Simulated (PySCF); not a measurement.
**Spin states of K₂**

Unrestricted PBE0; K x2c-TZVPall; spin-free X2C with a Gaussian nucleus (PySCF 2.14). Outer shells of the fragments: K 4s1; K 4s1.

Followed along the bond (rough minima from three points):

```csv
2Ms+1,unpaired,⟨S²⟩ at the start,R at minimum (Å),Te (eV)
1,none,0.00,3.99,0.00
3,"σ ↑, π ↑",2.00,3.83,1.26
3,σ ↑↑,2.00,none in the scan,≤ 0.47
```

Solutions found at the starting distance of 3.890 Å, counted from the lowest of them; the search is not exhaustive and high or unbound solutions are not listed, so other states can lie among these:

| 2Ms+1 | unpaired | term | E (eV) | ⟨S²⟩ | ⟨Lz²⟩ |
| --- | --- | --- | --- | --- | --- |
| 1 | none | ¹Σ⁺ | 0.00 | 0.00 | 0.00 |
| 3 | σ ↑↑ | ³Σ⁺ | 0.68 | 2.00 | 0.00 |
| 3 | σ ↑, π ↑ | ³Π | 1.26 | 2.00 | 1.01 |
| 1 | σ ↑, π ↓ | mixed | 1.65 | 1.00 | 1.01 |
| 3 | σ ↑, δ ↑ | ³Δ | 3.07 | 2.00 | 4.00 |

A term symbol is given only where ⟨S²⟩ and ⟨Lz²⟩ are close to those of a pure state; real π, δ and φ orbitals otherwise mix terms, and g/u labels are left off.

Counting both spins, an empty level lies below a filled one in some of these solutions, because spin and occupation are held.
